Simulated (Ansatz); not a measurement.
`[CH3][Sn]([CH3])([Cl])[Cl]` → Cl₂ + `[CH3][Sn][CH3]` at 298.15 K and 1 bar (stannylene formation by 1,1-elimination).

Gas-phase electronic energies from Ansatz, PBE0-D4/def2-TZVP geometries. CCSD(T)/CBS is the MP2 limit (def2-TZVPP, def2-QZVPP) plus CCSD(T) − MP2 in def2-TZVPP, frozen cores. This one scheme is used for every species. def2 core potentials past Kr. For Sn outer-core shells are correlated without core-valence functions, which leaves a few kJ/mol of doubt a bond.

| species | CCSD(T)/CBS energy (Eh) | H − E (kJ/mol) | S (J/(mol·K)) |
| --- | --- | --- | --- |
| `[CH3][Sn]([CH3])([Cl])[Cl]` | -1213.41687 | 223.0 | 407.9 |
| Cl₂ | -919.51390 | 12.6 | 222.8 |
| `[CH3][Sn][CH3]` | -293.72612 | 201.1 | 337.9 |

H − E and S are ideal-gas, rigid-rotor, harmonic terms from PBE0-D4/def2-TZVP. 1 Eh = 2625.50 kJ/mol, R = 8.31446 J/(mol·K).

Problem. By hand: ΔE, ΔH, ΔS and ΔG.

Solution. ΔE = (-919.51390) + (-293.72612) − (-1213.41687) = 0.17685 Eh = 464.3 kJ/mol. Δ(H − E) = 12.6 + 201.1 − 223.0 = -9.3, so ΔH = 455.0 kJ/mol. ΔS = 222.8 + 337.9 − 407.9 = 152.8 J/(mol·K). ΔG = 455.0 − 298.15 × (152.8)/1000 = 409.4 kJ/mol.

Problem. By hand: the equilibrium constant, and the temperature at which ΔG would vanish if ΔH and ΔS stayed fixed.

Solution. log₁₀ K = −ΔG/(RT ln 10) = -71.7. ΔG = 0 at ΔH/ΔS = 2978 K, far beyond where these terms or the molecules hold.

The number of gas molecules changes by +1, which sets the sign of ΔS. A doubt of 5 kJ/mol in ΔE shifts log₁₀ K by 0.9 here. Modes under 60 cm⁻¹, often nearly free rotors, make the harmonic entropy too high. These are equilibria of isolated gas molecules and say nothing of rates. Largest T1 diagnostic: 0.013 (customary marks: 0.02 for closed shells, 0.045 for open ones).
